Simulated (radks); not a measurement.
All-electron atom: the nickel ion Ni4+ in [Ar] 3d6 (the NIST ground configuration).

Method: scalar-relativistic Kohn-Sham, SOGGA, spin-polarised, spherical densities, finite nucleus; open shells are filled with parallel spins first; Fermi nuclear charge, rms radius 3.7757 fm; computed with a radial shooting solver on a logarithmic mesh with Libxc functionals.

Energy parts (Ry):
total: -3029.53089
kinetic: 3071.89089
electron-nucleus: -7164.50616
Hartree: 1183.29639
exchange-correlation: -120.21202

Orbitals (lengths in bohr, moments of r in powers of bohr; r(max) is where P^2 peaks; r(90%) holds 90 % of the orbital's charge):
\begin{tabular}{lrrrr}
orbital & occ. & eigenvalue (Ry) & r(90%) & r(max) \\ \hline
1s up & 1 & -607.6543 & 0.0967 & 0.03542 \\
1s down & 1 & -607.6541 & 0.0967 & 0.03542 \\
2s up & 1 & -76.90552 & 0.380 & 0.2048 \\
2s down & 1 & -76.70315 & 0.379 & 0.2046 \\
2p up & 3 & -66.83030 & 0.353 & 0.1650 \\
2p down & 3 & -66.67725 & 0.352 & 0.1648 \\
3s up & 1 & -12.84458 & 1.09 & 0.6359 \\
3s down & 1 & -12.45496 & 1.09 & 0.6370 \\
3p up & 3 & -9.90132 & 1.16 & 0.6408 \\
3p down & 3 & -9.51776 & 1.17 & 0.6426 \\
3d up & 5 & -5.17143 & 1.38 & 0.6039 \\
3d down & 1 & -4.79534 & 1.42 & 0.6106 \\
\end{tabular}

The highest occupied level is 3d down at -65.244 eV. Summed over all electrons, <r^2> = 10.96 bohr^2, which gives a Langevin (diamagnetic) susceptibility term of -8.68 x 10^-6 cm^3/mol. For comparison, the ionisation energy in NIST's Atomic Spectra Database is 76.1 eV (semi-empirical). In exact Kohn-Sham theory the highest level is minus the ionisation energy, but local and semilocal functionals leave it too shallow, through self-interaction and a potential that decays too fast; potentials with the right tail come closer. The spin density at the nucleus is -1.513 e/bohr^3 (1s -0.079, 2s -3.161, 3s 1.727). The density falls to 0.001 e/bohr^3 at r = 2.45 bohr.
